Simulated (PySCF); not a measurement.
Run record: EPR job, `OB(O)c1[c]c(F)ccc1` [radical].

Method: UKS B3LYP, pcH-1 on B C F H O, non-relativistic, mean-field spin-orbit, GIAO (PySCF 2.14.0). Geometry: GFN2-xTB. The command runs a driver script over a list of jobs; the input below is this job's line of settings and its coordinates in Å.

Command:
```bash
OMP_NUM_THREADS=1 python probes_run.py task.json out
```

Input:
```
{"job": {"kind": "epr", "basis": "pcH-1"}, "charge": 0, "multiplicity": 2}
O      2.499535     1.153469    -1.216072
B      2.009809     0.324304    -0.281474
O      2.877539    -0.371019     0.501200
C      0.431683     0.186316    -0.134495
C     -0.423719     1.196166    -0.468625
C     -1.780624     1.136322    -0.348389
F     -2.582448     2.165394    -0.680729
C     -2.358082    -0.033873     0.136920
C     -1.533482    -1.089713     0.481795
C     -0.160112    -0.990134     0.358112
H      3.456264     1.195790    -1.250907
H      2.495187    -0.938941     1.167548
H     -3.431750    -0.092493     0.230917
H     -1.971435    -2.003771     0.856073
H      0.467220    -1.829828     0.626214
```

Output:
```
UKS, coarse grid
  cycle   1  E = -506.65440951  |g| = 7.53e-01
  cycle   2  E = -506.41716968  |g| = 1.13e+00
  cycle   3  E = -506.84987121  |g| = 8.47e-02
  cycle   4  E = -506.85249675  |g| = 4.73e-02
  cycle   5  E = -506.85356209  |g| = 1.94e-02
  cycle   6  E = -506.85374824  |g| = 5.02e-03
  cycle   7  E = -506.85376870  |g| = 2.67e-03
  cycle   8  E = -506.85377474  |g| = 1.39e-03
  cycle   9  E = -506.85377852  |g| = 6.55e-04
UKS, final grid
  cycle   1  E = -506.85379292  |g| = 7.98e-04
  cycle   2  E = -506.85379257  |g| = 1.36e-03
  cycle   3  E = -506.85379359  |g| = 2.24e-04
  cycle   4  E = -506.85379369  |g| = 1.80e-04
  cycle   5  E = -506.85379379  |g| = 8.55e-05
  cycle   6  E = -506.85379380  |g| = 1.30e-05
E = -506.85379380 Eh   <S^2> = 0.7572 (exact 0.7500)
g shifts (ppm)      1          2          3
  rmc          -166       -166       -166
  gc             28         13          9
  oz_so        -721       -126        627
  total        -858       -278        470
hyperfine (MHz)  atom isotope    a_iso     a_fc   dipolar eigenvalues
    0   17O       0.86       0.86     -0.74     -0.28      1.01
    1   11B      32.47      32.47     -3.18     -2.42      5.60
    2   17O       0.38       0.38     -1.25      0.30      0.95
    3   13C      20.45      20.45    -12.53     -0.18     12.71
    4   13C     412.54     412.54    -78.72    -61.88    140.60
    5   13C     -10.34     -10.34    -16.47     -6.75     23.21
    6   19F      67.01      67.01    -40.13    -14.36     54.50
    7   13C      25.62      25.62     -4.95     -1.30      6.24
    8   13C      -4.98      -4.98     -6.17      2.31      3.86
    9   13C      54.05      54.05     -6.68     -2.94      9.62
   10    1H      -0.26      -0.26     -1.58     -1.22      2.80
   11    1H       0.83       0.83     -1.44     -1.02      2.46
   12    1H      26.98      26.98     -2.75     -1.94      4.69
   13    1H       4.64       4.64     -1.62      0.25      1.37
   14    1H      11.12      11.12     -3.31     -2.30      5.61
```

rmc, gc and oz_so are the mass-correction, gauge-correction and orbital-Zeeman/spin–orbit parts of the g shift along its three principal axes; a_iso is the isotropic hyperfine coupling and a_fc its Fermi-contact part. Atoms in this output count from 0.

Task: Get g_iso from the total shifts.

Result: Their mean is -222 ppm; added to g_e = 2.002319 it gives 2.00210.

Task: How far is ⟨S²⟩ from the pure-spin value?

Result: S = 0.5 gives S(S+1) = 0.75; the run has 0.7572, 0.0072 more.

Summary of the converged run: ⟨S²⟩ 0.757; g_iso 2.0021.

Isolated species at its GFN2-xTB geometry (one conformer only).

Task: How long does this job take on one thread of an Arm Neoverse V2, no GPU, shared host with 96 logical CPUs at a one-minute load of 23? And the peak memory of the process?

Result: About 83 s (density and orbital grids were written too), with 0.98 GiB resident at the peak, the Python interpreter and its libraries included.
Labels such as C1 count atoms from 1, the log's own numbers from 0.
